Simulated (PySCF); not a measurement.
# Dipole moment and polarisability of `BrB(Br)Br`

Species: BBr3.
Numbering: `[Br:1][B:2]([Br:3])[Br:4]`

Cartesian coordinates in Å at the PBE0-D3(BJ)/def2-SVP level; atoms count from 1:
```
atom  x, y, z in Å
Br1    1.890   -0.368   -0.326
B2     0.025   -0.020   -0.238
Br3   -0.649    1.677   -0.760
Br4   -1.162   -1.370    0.375
```

Level: CAM-B3LYP/def2-SVPD (PySCF), static field, nuclei fixed, core orbitals frozen in the response. The polarisability tensor in these axes (au):

```
x   87.62 -1.13 -3.17
y   -1.13 84.51 -9.87
z   -3.17 -9.87 60.07
```

Problem. What are the eigenvalues, a third of the trace, and Δα (Δα² = ½Σ(αi − αj)² over the three pairs)?

Solution. Principal values 56.22, 87.98 and 88.00 au; mean 77.40 au = 11.47 Å³ = 12.76 × 10⁻⁴⁰ C²·m²/J; Δα = 31.77 au (41 % of the mean).

Problem. What is the dipole moment?

Solution. 0.00 D; point group D3h allows none.

Problem. Traceless (Buckingham) quadrupole moment about the centre of nuclear charge: eigenvalues?

Solution. -0.30, 0.14, 0.15 D·Å. With no charge and no dipole, the values don't depend on the origin. The electronic extent ⟨r²⟩ about the same centre is 1486 bohr², a root-mean-square distance of 1.95 Å for the 110 electrons.

Problem. What depolarisation ratio follows for Rayleigh scattering of linearly polarised light, taking the static tensor?

Solution. ρ = 3Δα²/(45ᾱ² + 4Δα²) = 3027.2/(269585 + 4036.3) = 0.0111.

Problem. In TDDFT the mean static polarisability is Σ f/ω² over all singlet excitations (ω in hartree). How much of it do the 6 lowest give? Their energies (eV) and oscillator strengths: 4.83, 0.0000; 5.61, 0.0000; 5.62, 0.0000; 6.03, 0.1417; 6.03, 0.1417; 7.05, 0.0000.

Solution. They add up to 5.77 au, 7.5 % of the 77.40 au; the largest single term is 2.89 au, from the state at 6.03 eV. Terms in order: 0.00, 0.00, 0.00, 2.89, 2.89, 0.00 au. Higher excitations give the rest. The strengths listed sum to 0.283.

Problem. Molar refractivity from α?

Solution. Lorentz–Lorenz: R = (4π/3)N_A α = 2.5225 cm³/(mol·Å³) × 11.47 Å³ = 28.9 cm³/mol, in the limit of long wavelengths.

Geometry: PBE0-D3(BJ)/def2-SVP; no solvent, vibrations or thermal averaging. The calculation is non-relativistic, for bromine too.
